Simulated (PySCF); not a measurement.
C8H16N2.
SMILES with atom numbers: `[CH3:1][N:2]1[CH2:3][CH2:4][CH2:5][N:6]1[CH:7]1[CH2:8][CH2:9][CH2:10]1`

NICS = −σ at a ghost point: NICS(0) at the centroid of the ring atoms, NICS(1) 1 Å to either side along the normal of their mean plane, zz for the tensor component along that normal. Level: GIAO PBE0/pcSseg-1 (PySCF, non-relativistic, gas phase) on the GFN2-xTB geometry, one conformer.

Rings: 1. N2–C3–C4–C5–N6; 2. C7–C8–C9–C10.

```
set  NICS(0)  NICS(1), two faces  NICS(1)zz, two faces
  P     -8.1         -4.0 / -4.6         -10.0 / -10.0
  Q      0.2          -1.0 / 0.1             2.6 / 6.3
```

Q: Which set (ppm) belongs to which ring?

A: P = 1, Q = 2.
- 1 (5-membered ring with 2 N; formal bonds all single): mean NICS(1)zz -10.0 ppm, shielded. C3, C4, C5 have four or more neighbours, and the NICS criterion for π rings isn't applied.
- 2 (4-membered carbocycle; formal bonds all single): mean NICS(1)zz 4.5 ppm, deshielded. C7, C8, C9, C10 have four or more neighbours, so the value isn't read as a sign of a π ring current.

Q: How do the rings differ in shape?

A: 
```json
{"ring": "1", "bond lengths (Å)": "1.463, 1.544, 1.544, 1.464, 1.421", "rms pucker (Å)": "0.14", "HOMA": "–", "nearest outside atom to a NICS(1) probe (Å)": "hydrogen 1.48"}
{"ring": "2", "bond lengths (Å)": "1.540, 1.536, 1.536, 1.537", "rms pucker (Å)": "0.07", "HOMA": "–", "nearest outside atom to a NICS(1) probe (Å)": "hydrogen 1.54"}
```
